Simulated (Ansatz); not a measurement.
Start from `C/C=C(\C)I` and change one atom or group to get `B/C(C)=C/C`.

Ansatz, PBE0-D4/def2-TZVP geometries, multiplicity 1. 

Elements past krypton have def2 core potentials.

| property | `C/C=C(\C)I` |
| --- | --- |
| LUMO energy (PBE0/def2-TZVPP) / eV | -0.55 |
| size of the dipole moment (ωB97M-V/def2-TZVPP) / D | 2.07 |
| HOMO energy (PBE/def2-TZVPP) / eV | -5.59 |
| LUMO energy (PBE/def2-TZVPP) / eV | -1.47 |
| HOMO energy (B3LYP/def2-TZVPP) / eV | -6.44 |
| HOMO–LUMO gap (ωB97M-V/def2-TZVPP) / eV | 10.17 |

Question: What does the change do to each property? (An estimate is asked.)

Answer: Computed: 
```csv
property,`B/C(C)=C/C`,shift
LUMO energy (PBE0/def2-TZVPP) / eV,-1.72,-1.17
size of the dipole moment (ωB97M-V/def2-TZVPP) / D,1.96,-0.11
HOMO energy (PBE/def2-TZVPP) / eV,-6.51,-0.92
LUMO energy (PBE/def2-TZVPP) / eV,-2.67,-1.20
HOMO energy (B3LYP/def2-TZVPP) / eV,-7.30,-0.86
HOMO–LUMO gap (ωB97M-V/def2-TZVPP) / eV,9.94,-0.23
```

With PBE0 the HOMO falls by 0.85 eV and the LUMO falls by 1.17 eV, so the gap narrows by about 0.32 eV. PBE moves the HOMO by -0.92 eV and ωB97M-V by -0.92 eV. Dipoles are sizes alone; their direction can turn.

B3LYP here is the variant with VWN-RPA as its local correlation; programs differ in this.

Spin–orbit coupling is left out; it splits and shifts lone-pair levels of the heavy atoms by tenths of an eV.
